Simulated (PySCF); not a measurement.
Simulation results for H3OSi2, H4OSi2, H2O2Si2

Computed with PySCF 2.14.0. Calculation on a computer-drawn molecule: the log of a Hartree-Fock and frozen-core CCSD(T) single point meant for a local Hartree-Fock minimum, with one planted fault or none, to be diagnosed. Offsets are logged minus clean, where the clean run is the same molecule without the fault. The reference is restricted for singlets and unrestricted otherwise, and also for a bond in bohr or an excited solution. Adding or removing an electron swaps singlet and doublet. The excited solution moves the top pair (singlet) or top alpha electron (doublet) to the lowest empty orbital. Highest occupied and lowest empty are orbital energies over both spins, largest force is the largest gradient component, triples share is (T) over the correlation energy, the T1 limit is 0.02 restricted and 0.045 unrestricted, electrons count all cores, a negative frequency is imaginary (commonest isotopes), and the dipole is about the centre of nuclear charge.

Common to all runs: meant charge 0; meant basis cc-pV(D+d)Z; logged SCF converged yes; possible faults no fault, one electron removed, one electron added, multiplicity raised by two, geometry at a saddle point, SCF held on an excited solution, minimal basis STO-3G, one bond length entered in bohr, all coordinates scaled.

(1) 
```xyz
6
formula=H3OSi2 meant_multiplicity=2 logged_electrons=40 logged_basis_functions=75 logged_spin_squared=0 logged_highest_occupied=-1.6147 logged_lowest_empty=7.072 logged_largest_force=0.047388 logged_T1_diagnostic=0.021407 logged_D1_diagnostic=0.067238 logged_triples_share=0.033804 logged_CC_converged=yes logged_dipole_magnitude=2.2134 logged_SCF_stable_within_its_kind=yes logged_energy_HF=-654.45996 logged_energy_CCSD(T)=-654.89787 planted_fault=one_electron_added HF_energy_offset_from_clean_run=-17.52 CCSD(T)_energy_offset_from_clean_run=-35.22
O     -0.3838     0.7055    -1.7763
Si    -0.6010     1.6940    -0.6664
Si     1.0887     2.4782     0.7150
H     -1.8993     2.3509    -0.3965
H      0.6278     3.0169     2.0125
H      2.2765     1.6141     0.8424
```

Units: logged_highest_occupied, logged_lowest_empty in eV; logged_largest_force in hartree/bohr; logged_dipole_magnitude in debye; logged_energy_HF, logged_energy_CCSD(T) in hartree; HF_energy_offset_from_clean_run, CCSD(T)_energy_offset_from_clean_run in kcal/mol.

Drawn bonds:
```tsv
atom	other atom	order
1	2	2
2	3	1
2	4	1
3	5	1
3	6	1
```

Notes: T1 above single-reference limit.

(2) 
```xyz
7
formula=H4OSi2 meant_multiplicity=1 logged_electrons=41 logged_basis_functions=80 logged_spin_squared=0.7708 logged_highest_occupied=-0.30073 logged_lowest_empty=8.0577 logged_largest_force=0.044928 logged_T1_diagnostic=0.020329 logged_D1_diagnostic=0.068291 logged_triples_share=0.028469 logged_CC_converged=yes logged_dipole_magnitude=4.415 logged_SCF_stable_within_its_kind=yes logged_energy_HF=-655.02718 logged_energy_CCSD(T)=-655.46702 planted_fault=one_electron_added HF_energy_offset_from_clean_run=10.23 CCSD(T)_energy_offset_from_clean_run=7.113
O     -0.2556    -0.0139    -2.7809
Si    -0.6014    -0.9902    -1.6935
Si    -1.8623    -0.4400     0.2310
H     -0.1737    -2.4097    -1.7345
H     -3.0643    -1.3054     0.2617
H     -2.2444     0.9842     0.1909
H     -1.0356    -0.7283     1.4262
```

Units: logged_highest_occupied, logged_lowest_empty in eV; logged_largest_force in hartree/bohr; logged_dipole_magnitude in debye; logged_energy_HF, logged_energy_CCSD(T) in hartree; HF_energy_offset_from_clean_run, CCSD(T)_energy_offset_from_clean_run in kcal/mol.

Drawn bonds:
```tsv
atom	other atom	order
1	2	2
2	3	1
2	4	1
3	5	1
3	6	1
3	7	1
```

(3) 
```xyz
6
formula=H2O2Si2 meant_multiplicity=1 logged_electrons=46 logged_basis_functions=84 logged_spin_squared=0 logged_highest_occupied=-6.5147 logged_lowest_empty=-2.8924 logged_largest_force=0.043693 logged_dipole_magnitude=4.2122 logged_SCF_stable_within_its_kind=no logged_energy_HF=-728.55385
O     -0.0647    -1.4981    -1.0241
Si     0.8796    -0.6009    -0.2715
Si     0.2340     1.3243     1.1549
O      1.7671     1.7468     1.5861
H      2.3653    -0.8139    -0.3296
H      2.5577     1.3061     1.3050
```

Units: logged_highest_occupied, logged_lowest_empty in eV; logged_largest_force in hartree/bohr; logged_dipole_magnitude in debye; logged_energy_HF in hartree.

Drawn bonds:
```tsv
atom	other atom	order
1	2	2
2	3	1
3	4	1
2	5	1
4	6	1
```

Notes: coupled-cluster numbers left out as unreliable.

Question: H2O2Si2 (entry 3): planted fault?
Answer: SCF held on an excited solution

Further results for H2O2Si2 (entry 3):

```
HF energy offset from clean run : 119.1 kcal/mol
```
